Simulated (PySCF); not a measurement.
Si(Cl)2(Me)(OH) (CH₄Cl₂OSi), SMILES Cl[Si](Cl)(C)O. Geometry optimised at PBE-D3(BJ)/def2-SVP. One conformer was computed; it need not be the lowest.

Computed with PBE-D3(BJ)/def2-SVP in PySCF 2.14.0.

Harmonic wavenumbers (cm⁻¹): 130, 150, 162, 223, 228, 269, 301, 466, 559, 724, 750, 785, 836, 919, 1226, 1374, 1375, 2989, 3095, 3101, 3761. Rotational constants (GHz): 2.606, 1.869, 1.571; symmetry number 1.

Problem. Work out the zero-point energy and the ideal-gas rigid-rotor harmonic-oscillator thermochemistry at 298.15 K and 1 atm.

Solution. ZPE = ½ Σ hcν = ½ × 23424 cm⁻¹ = 140.10 kJ/mol. H − E(el) = 162.45 kJ/mol. Entropy in J/(mol K): translation 169.55, rotation 117.70, vibration 72.80, total 360.05. G − E(el) = 55.10 kJ/mol. Cp = 112.12 J/(mol K). Modes under 150 cm⁻¹ make the vibrational entropy uncertain.
